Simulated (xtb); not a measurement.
Species: H₅BS₂Si, SMILES `[SiH3]B(S)S` (charge 0, multiplicity 1).

### Question
Give a relaxed geometry from GFN2-xTB (xtb 6.7.1).

### Answer
Several could match; the one computed here: the end point of this relaxation, one of several conformers (outside a Z-matrix the atoms follow the SMILES, hydrogens last).
Z-matrix (Å, degrees):
```
B
S 1 1.7945
H 2 1.3315 1 98.44
S 1 1.7964 2 114.88 3 179.66
H 4 1.3309 1 98.46 2 179.77
Si 1 1.9778 2 123.26 3 -0.60
H 6 1.4682 1 111.60 2 -117.86
H 6 1.4684 7 106.21 1 121.97
H 6 1.4694 7 107.36 8 114.73
```
